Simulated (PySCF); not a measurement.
Worked example: oscillator strength and radiative lifetime

3-chloro-1H-silole (C4H5ClSi), SMILES C1=C(C=C[SiH2]1)Cl.

Geometry optimised at B3LYP-D3(BJ)/def2-SVP.

TDDFT-LC-ωPBE/def2-SVPD (PySCF) puts the first singlet state with f over 0.02 at 4.68 eV (vertical), with the transition dipole (-0.621, 0.084, 0.000) in atomic units.

**Question.** Find the oscillator strength, the wavelength and the radiative lifetime that this transition would have in vacuum if emission retraced absorption.

**Answer.** 
|μ|² = 0.3927 au, so |μ| = 1.59 D. ΔE = 4.68/27.211 = 0.1720 hartree. f = (2/3) ΔE |μ|² = 0.045 (the program prints 0.045).
λ = 1239.84/4.68 = 265 nm; ν = 37747 cm⁻¹.
Einstein's coefficient A = 0.6670 ν² f s⁻¹ (ν in cm⁻¹) = 4.3e7 s⁻¹, so τ = 1/A = 23 ns. This state is S1. The figure is the radiative limit of this one transition; relaxation, internal conversion, crossing to triplets and a medium change what is measured.
